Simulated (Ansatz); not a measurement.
`[SiH3][GaH][Cl]`. Charge 0, multiplicity 1.

Z-matrix (Å, degrees):
```
Si
Ga 1 2.404
H 1 1.487 2 109.1
H 1 1.487 2 109.1 3 118.8
H 1 1.487 2 111.9 3 -120.6
Cl 2 2.161 1 113.6 3 -59.2
H 2 1.564 1 133.0 3 120.8
```

Task: What are the harmonic wavenumbers in cm⁻¹ at PBE0-D4/def2-TZVP (Ansatz, finite differences of forces, unscaled)? (Best estimate.)

Result: Ansatz gave: 31, 93, 332, 344, 408, 477, 506, 623, 856, 932, 938, 1985, 2215, 2229, 2230.

Task: Is this a minimum?

Result: Yes, all 15 modes are real.

Task: Give the ideal-gas thermochemistry at 298.15 K and 1 bar (rigid rotor, harmonic oscillator; point group Cs, symmetry number 1).

Result: Zero-point energy 84.9 kJ/mol; H(298) − E = 103.9 kJ/mol; entropy 345.4 J/(mol·K), of which translation 170.2, rotation 112.6, vibration 62.5; G(298) − E = 0.9 kJ/mol. Modes under 100 cm⁻¹ are hindered rotations or soft bends, so the harmonic entropy is rough.
